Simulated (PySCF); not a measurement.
Excitations are Tamm–Dancoff values on a coarser integration grid. The basis has no diffuse functions, so Rydberg states are missing or too high.

Cartesian coordinates (Å):
SMILES: [OH][Al]([CH3])[OH]
```xyz
9

C     -1.4970    -0.1681     0.1466
Al     0.4127     0.0460    -0.0529
O      1.4012    -1.3332     0.0476
O      1.0357     1.6061    -0.3124
H     -1.7847    -0.1265     1.2020
H     -2.0493     0.6225    -0.3664
H     -1.8374    -1.1333    -0.2362
H      2.3560    -1.3380    -0.0203
H      1.9628     1.8245    -0.4080
```
Charge 0, multiplicity 1.

Question: Predict the total energy, HOMO, S1–T1 gap (TDA), LUMO, brightest of the four lowest singlets (TDA), dipole moment, S1 excitation (TDA) and T1 excitation (TDA) from r2SCAN-D4/def2-TZVP (PySCF).

Answer: 
```
Item                                               Result
-------------------------------------------  ------------
total energy                                 -11812.15 eV
HOMO                                             -7.52 eV
S1–T1 gap (TDA)                                   0.43 eV
LUMO                                             -0.39 eV
brightest of the four lowest singlets (TDA)       7.45 eV
dipole moment                                      1.73 D
S1 excitation (TDA)                               7.09 eV
T1 excitation (TDA)                               6.66 eV
```
